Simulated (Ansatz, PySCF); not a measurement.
SiH₂Cl₂, SMILES Cl[SiH2]Cl. Atoms are numbered in the order given.

```xyz
5

Si     0.0000     0.0000     0.7664
Cl     1.6824     0.0000    -0.4085
Cl    -1.6824     0.0000    -0.4085
H      0.0000    -1.2244     1.5799
H      0.0000     1.2244     1.5799
```

Coordinates come from a B3LYP-D3(BJ)/def2-TZVP optimisation. The isomer is the one that the SMILES or the coordinates give; other isomers of the formula were not compared.

Vertical ionisation energy (IE) and electron affinity (EA) in eV. Rows of orbital energies are one-electron estimates. Where ΔSCF, EOM or ADC give a negative EA the extra electron is unbound and the value depends on the basis.

```csv
level,IE,EA
"−ε(HOMO), −ε(LUMO), PBE0/def2-TZVPD (PySCF)",9.15,0.34
"−ε(HOMO), −ε(LUMO), PBE/def2-TZVPD (PySCF)",7.79,1.21
ADC(2)/aug-cc-pVDZ (PySCF),11.35,-0.87
"ΔSCF, CAM-B3LYP/def2-SVPD (Ansatz), final states of multiplicity 2 and 2",11.62,-1.37
"ΔSCF, PBE/def2-SVPD (Ansatz), final states of multiplicity 2 and 2",10.87,-1.08
```

Problem. What vertical singlet–triplet gap does ΔSCF give with CAM-B3LYP/def2-SVPD (Ansatz, a program for electronic structure) and with PBE/def2-SVPD (Ansatz)? (Estimate from the structure and the level; the computed values follow.)

Solution. 7.44 and 6.48 eV (triplet above singlet where positive).

Problem. Beyond the first one, list the lowest photoelectron lines from ADC(2)/aug-cc-pVDZ (PySCF) with their pole strengths (two spins summed). (An estimate is asked for; the answer gives what the named calculation found.)

Solution. 11.51 eV (1.80), 11.89 eV (1.80), 12.01 eV (1.81), 14.00 eV (1.80), 14.09 eV (1.81).
